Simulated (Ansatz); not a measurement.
Born–Oppenheimer molecular dynamics of C$_{2}$H$_{6}$BNO (11 atoms, charge 0, multiplicity 1). It starts from a relaxed structure.

Computed with RHF/6-31G (Ansatz).

| Property | Result |
| --- | --- |
| ensemble | NVT, Langevin thermostat |
| time step | 0.5 fs |
| steps asked | 266 |
| set temperature | 100 K |
| friction | 0.02 /fs |
| seed | 409879 |

Frames 0.5 fs apart, positions in Å.

Velocities at 75 fs (Å/ps):

```
B 0.43 2.20 2.02
O -0.03 1.35 -2.10
C 0.76 -3.30 -0.38
C -3.60 -0.52 2.23
N -5.20 -3.10 -1.92
H -10.69 -15.76 4.22
H 10.78 3.58 10.49
H 10.70 10.82 -4.95
H 5.61 -7.42 11.81
H -6.15 -2.26 -9.88
H 8.19 15.99 -20.80
```

```xyz
11
Properties=species:S:1:pos:R:3 time_fs=75 energy_less_start_eV=0.087 T=114
B -0.393 1.934 0.008
O -0.329 0.698 0.649
C 0.001 -0.558 0.171
C -0.111 -1.595 0.989
N 0.324 -0.592 -1.161
H -0.715 2.880 0.652
H -0.167 1.945 -1.152
H 0.118 -2.587 0.657
H -0.493 -1.463 2.001
H 0.686 0.159 -1.669
H 0.387 -1.479 -1.578
11
Properties=species:S:1:pos:R:3 time_fs=75.5 energy_less_start_eV=0.088 T=113
B -0.393 1.935 0.010
O -0.329 0.699 0.648
C 0.001 -0.559 0.171
C -0.113 -1.595 0.990
N 0.322 -0.594 -1.162
H -0.721 2.872 0.654
H -0.162 1.947 -1.147
H 0.122 -2.582 0.654
H -0.490 -1.467 2.005
H 0.684 0.158 -1.674
H 0.391 -1.472 -1.589
11
Properties=species:S:1:pos:R:3 time_fs=76 energy_less_start_eV=0.089 T=112
B -0.394 1.937 0.011
O -0.329 0.699 0.647
C 0.002 -0.561 0.171
C -0.115 -1.595 0.992
N 0.319 -0.595 -1.163
H -0.727 2.866 0.654
H -0.156 1.949 -1.141
H 0.128 -2.577 0.652
H -0.487 -1.472 2.007
H 0.682 0.159 -1.678
H 0.395 -1.466 -1.601
11
Properties=species:S:1:pos:R:3 time_fs=76.5 energy_less_start_eV=0.089 T=113
B -0.394 1.937 0.012
O -0.329 0.700 0.646
C 0.002 -0.562 0.170
C -0.117 -1.595 0.994
N 0.316 -0.597 -1.163
H -0.733 2.859 0.655
H -0.151 1.954 -1.135
H 0.134 -2.573 0.649
H -0.484 -1.477 2.007
H 0.680 0.160 -1.682
H 0.399 -1.463 -1.613
11
Properties=species:S:1:pos:R:3 time_fs=77 energy_less_start_eV=0.092 T=107
B -0.394 1.938 0.013
O -0.329 0.701 0.646
C 0.003 -0.563 0.170
C -0.119 -1.596 0.996
N 0.314 -0.599 -1.164
H -0.738 2.854 0.655
H -0.145 1.959 -1.130
H 0.139 -2.570 0.647
H -0.480 -1.483 2.006
H 0.678 0.163 -1.685
H 0.404 -1.461 -1.626
11
Properties=species:S:1:pos:R:3 time_fs=77.5 energy_less_start_eV=0.096 T=104
B -0.394 1.938 0.013
O -0.329 0.701 0.645
C 0.003 -0.564 0.169
C -0.121 -1.596 0.997
N 0.311 -0.602 -1.165
H -0.743 2.849 0.654
H -0.139 1.964 -1.126
H 0.144 -2.567 0.645
H -0.475 -1.489 2.004
H 0.674 0.166 -1.686
H 0.409 -1.459 -1.638
11
Properties=species:S:1:pos:R:3 time_fs=78 energy_less_start_eV=0.100 T=103
B -0.395 1.937 0.015
O -0.329 0.702 0.645
C 0.003 -0.565 0.169
C -0.123 -1.596 0.999
N 0.308 -0.604 -1.165
H -0.747 2.845 0.654
H -0.133 1.969 -1.123
H 0.150 -2.565 0.641
H -0.472 -1.495 2.002
H 0.669 0.170 -1.685
H 0.414 -1.458 -1.650
11
Properties=species:S:1:pos:R:3 time_fs=78.5 energy_less_start_eV=0.105 T=105
B -0.395 1.937 0.015
O -0.329 0.703 0.644
C 0.003 -0.565 0.168
C -0.125 -1.596 1.001
N 0.306 -0.606 -1.166
H -0.750 2.842 0.655
H -0.126 1.976 -1.121
H 0.156 -2.564 0.637
H -0.468 -1.500 2.000
H 0.664 0.173 -1.681
H 0.417 -1.456 -1.662
11
Properties=species:S:1:pos:R:3 time_fs=79 energy_less_start_eV=0.110 T=98
B -0.396 1.935 0.017
O -0.329 0.704 0.643
C 0.002 -0.566 0.168
C -0.126 -1.597 1.002
N 0.303 -0.608 -1.167
H -0.752 2.838 0.657
H -0.120 1.984 -1.120
H 0.162 -2.563 0.633
H -0.464 -1.504 1.999
H 0.659 0.176 -1.677
H 0.420 -1.454 -1.672
11
Properties=species:S:1:pos:R:3 time_fs=79.5 energy_less_start_eV=0.112 T=98
B -0.396 1.934 0.017
O -0.329 0.706 0.642
C 0.002 -0.566 0.169
C -0.128 -1.597 1.004
N 0.301 -0.611 -1.168
H -0.752 2.836 0.659
H -0.112 1.993 -1.120
H 0.168 -2.563 0.629
H -0.460 -1.509 1.999
H 0.654 0.178 -1.670
H 0.421 -1.453 -1.681
11
Properties=species:S:1:pos:R:3 time_fs=80 energy_less_start_eV=0.111 T=94
B -0.397 1.932 0.018
O -0.329 0.707 0.642
C 0.001 -0.567 0.169
C -0.129 -1.597 1.006
N 0.299 -0.613 -1.169
H -0.753 2.834 0.662
H -0.105 2.003 -1.120
H 0.173 -2.562 0.625
H -0.456 -1.513 1.999
H 0.649 0.181 -1.661
H 0.422 -1.454 -1.686
11
Properties=species:S:1:pos:R:3 time_fs=80.5 energy_less_start_eV=0.107 T=93
B -0.398 1.931 0.019
O -0.329 0.709 0.641
C -0.001 -0.567 0.170
C -0.129 -1.596 1.007
N 0.297 -0.615 -1.170
H -0.755 2.834 0.666
H -0.098 2.013 -1.121
H 0.178 -2.562 0.623
H -0.453 -1.517 2.002
H 0.643 0.183 -1.652
H 0.422 -1.454 -1.690
```

Of the whole run (133 fs, mean temperature of the second half 97 K): A run of 0.13 ps of so small a system gives no equilibrium averages. Limits of this set-up: no polarisation functions.

Time of the run: 5 min on 1 thread of Arm Neoverse V1 (shared host), peak memory 0.1 GiB.
